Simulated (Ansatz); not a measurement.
```yaml
crystal:
  periodic: [false, false, false]
  atoms:
    - {symbol: C, position_ang: [1.602031, 1.744262, 0.686661]}
    - {symbol: S, position_ang: [0.765763, 0.180924, 1.043364]}
    - {symbol: C, position_ang: [1.681687, -0.763738, -1.994335]}
    - {symbol: C, position_ang: [-0.887491, 0.425146, 0.481714]}
    - {symbol: C, position_ang: [-1.684511, -0.745298, 0.387180]}
    - {symbol: C, position_ang: [-3.015161, -0.646821, -0.031251]}
    - {symbol: C, position_ang: [-3.578942, 0.597517, -0.374714]}
    - {symbol: C, position_ang: [-2.783458, 1.750371, -0.297629]}
    - {symbol: C, position_ang: [-1.447621, 1.672963, 0.128625]}
    - {symbol: H, position_ang: [1.285697, 2.568097, 1.359063]}
    - {symbol: H, position_ang: [2.670375, 1.488359, 0.850523]}
    - {symbol: H, position_ang: [1.458930, 2.034893, -0.373489]}
    - {symbol: H, position_ang: [2.669486, -0.536202, -1.566786]}
    - {symbol: H, position_ang: [1.142034, -1.655574, -1.644294]}
    - {symbol: H, position_ang: [1.145888, -0.000148, -2.577883]}
    - {symbol: H, position_ang: [-1.222437, -1.725516, 0.609757]}
    - {symbol: H, position_ang: [-3.620572, -1.564588, -0.105724]}
    - {symbol: H, position_ang: [-4.626085, 0.663974, -0.709075]}
    - {symbol: H, position_ang: [-3.205226, 2.731602, -0.571256]}
    - {symbol: H, position_ang: [-0.841421, 2.588564, 0.188348]}
    - {symbol: N, position_ang: [4.059280, -0.462466, 0.891640]}
    - {symbol: C, position_ang: [3.436866, -1.475862, 0.988086]}
    - {symbol: N, position_ang: [2.867836, -2.643969, 1.125963]}
    - {symbol: C, position_ang: [1.620455, -2.930195, 0.860468]}
    - {symbol: N, position_ang: [0.506577, -3.296313, 0.645026]}
basis:
  gaussian: {orbitals: def2-TZVP, initial_orbitals: start.molden}
total_charge: -1
magnetization: {spin_polarized: true, initial_magnetization: 1}
hamiltonian: {xc: pbe0, dispersion: d4}
scf: {omitted_lower_state_checks: [starts]}
output: {orbitals: {seedname: orbitals}}
```

The file start.molden holds the orbitals of an earlier run on this structure, at another level or in another basis.

```sh
$ ansatz run in.yaml --threads 4 --pin off --events-out ev --progress --plain --max-ram 6963MiB
```

Q: Does this run fit into the memory that it is given?

A: No. It has 506 basis functions, and Ansatz plans for 8 GiB where 7 GiB are given.
